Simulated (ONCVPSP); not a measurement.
What the settings do to the ONCV potential of lutetium (Lu)

Base potential:

| Property | Result |
| --- | --- |
| Element | Lu |
| Generator | ONCVPSP 4.0.1 |
| Type | optimised norm-conserving Vanderbilt (ONCV) |
| Functional | LDA (Perdew-Zunger) |
| Relativity | scalar-relativistic |
| Frozen core | [Xe] |
| Valence charge | 17 |
| Reference configuration | 4f14 5d1 6s1 6p1 |
| Partial waves | 6s: rc 3.20 bohr, ncon 3, nbas 7, qcut 1.9 1/bohr, 3 projectors, debl 1.7 Ha; 6p: rc 3.20 bohr, ncon 3, nbas 7, qcut 2.1 1/bohr, 3 projectors, debl 2.2 Ha; 5d: rc 2.45 bohr, ncon 4, nbas 9, qcut 5.7 1/bohr, 2 projectors, debl 1.3 Ha; 4f: rc 1.15 bohr, ncon 4, nbas 8, qcut 15.2 1/bohr, 1 projector |
| Local potential | polynomial inside 1.15 bohr (lpopt 5, dvloc0 6 Ha) |
| Core correction | Teter function, fcfact 5, rcfact 1.2 |

Cutoffs, loose and tight: the cutoffs (Ha) at which the residual kinetic energy of the hardest occupied pseudo-wave falls to 1 and 0.1 mHa per electron. They do not see the model core or the augmentation charge, which bear on the density cutoff. Test errors are all-electron minus pseudo excitation energies from the reference, over the configurations 4f14 5d1 6s2 6p0; 4f14 5d1 6s1 6p0; 4f14 5d1 6s0 6p0; 4f14 5d2 6s1 6p0. A dash means not determined; rows that change the core or the reference have their own tests.

A true bound ghost makes a file unfit for plane-wave use even where its test errors are small: the radial tests pick states by their node count and pass the ghost by.

```tsv
change	outcome	cutoff, loose	cutoff, tight	bound ghosts	GHOST(+) flags above zero	largest test error (meV)
base	generated	100 Ha	108 Ha	s	s, p	-19
s: qcut 1.2; p: qcut 1.3; d: qcut 3.5; f: qcut 9.3	generated	253 Ha	351 Ha	s	s, p, d	-14
p: debl 0.95	generated	100 Ha	108 Ha	s	s, p	-19
s: qcut 2.1	generated	100 Ha	108 Ha	s	p	-20
local potential polynomial inside 1.00 bohr (lpopt 5, dvloc0 -1 Ha)	generated	100 Ha	108 Ha	s, p	s, p, d	-19
d: nbas 7	generated	100 Ha	108 Ha	s	s, p	-19
core correction Teter function, fcfact 6.7, rcfact 1.2	generated	100 Ha	108 Ha	s	s, p	-22
```

(1) What comes out with this change to the base: functional revPBE?

Answers

(1) outcome: generated; cutoff, loose: 100 Ha; cutoff, tight: 108 Ha; bound ghosts: s; GHOST(+) flags above zero: s, p; largest test error (meV): +56.
